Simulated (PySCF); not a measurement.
Dissociation curve of MgO, singlet. Each curve is given relative to its own lowest point near equilibrium.

```json
[
 {"R / Å": "1.38", "A": "155.6", "B": "128.2", "C": "144.3"},
 {"R / Å": "1.49", "A": "79.2", "B": "53.3", "C": "67.1"},
 {"R / Å": "1.55", "A": "53.9", "B": "29.4", "C": "41.2"},
 {"R / Å": "1.63", "A": "34.3", "B": "10.2", "C": "18.8"},
 {"R / Å": "1.67", "A": "26.1", "B": "4.7", "C": "11.6"},
 {"R / Å": "1.73", "A": "14.0", "B": "0.4", "C": "4.4"},
 {"R / Å": "1.81", "A": "4.4", "B": "0.0", "C": "0.3"},
 {"R / Å": "1.83", "A": "3.0", "B": "0.6", "C": "0.0"},
 {"R / Å": "1.93", "A": "0.0", "B": "6.9", "C": "2.2"},
 {"R / Å": "2.00", "A": "1.2", "B": "13.5", "C": "6.4"},
 {"R / Å": "2.17", "A": "10.8", "B": "32.7", "C": "21.8"},
 {"R / Å": "2.31", "A": "22.7", "B": "49.1", "C": "37.1"},
 {"R / Å": "2.57", "A": "47.8", "B": "76.1", "C": "65.8"},
 {"R / Å": "2.89", "A": "101.6", "B": "100.7", "C": "94.7"},
 {"R / Å": "3.10", "A": "121.2", "B": "112.4", "C": "107.7"},
 {"R / Å": "3.49", "A": "134.7", "B": "127.5", "C": "120.4"},
 {"R / Å": "3.83", "A": "138.8", "B": "136.0", "C": "124.0"},
 {"R / Å": "4.20", "A": "140.7", "B": "142.2", "C": "125.2"},
 {"R / Å": "4.69", "A": "141.8", "B": "147.3", "C": "125.6"},
 {"R / Å": "5.19", "A": "142.3", "B": "150.3", "C": "125.8"},
 {"R / Å": "6.04", "A": "142.6", "B": "152.8", "C": "125.9"},
 {"R / Å": "6.96", "A": "142.7", "B": "154.1", "C": "125.9"}
]
```

Energies in mEh.

**Question.** Match the curves with the methods CCSD on RHF/6-31G, 2 core orbitals frozen (PySCF 2.14.0); restricted B3LYP/6-31G (PySCF); MP2 on UHF/6-31G, 2 core orbitals frozen run with PySCF.

**Answer.** A is UMP2; B is RKS-B3LYP; C is RCCSD.

The T1 diagnostic of CCSD on the restricted reference of RCCSD exceeds 0.045 at 1.38 to 1.67, 1.81 to 3.10 Å. The unrestricted solution behind UMP2 changes between 2.57 and 2.89 Å, which can leave a kink. The unrestricted determinant behind UMP2 is spin-contaminated at 1.38 to 6.96 Å (<S²> up to 2.0, against 0.00 for a pure singlet). At the longest distance RKS-B3LYP leaves fractional charges on the fragments, a sign of delocalisation error or of the restricted form. The restricted form behind RKS-B3LYP keeps the bonding electrons paired and can't separate into open-shell fragments.
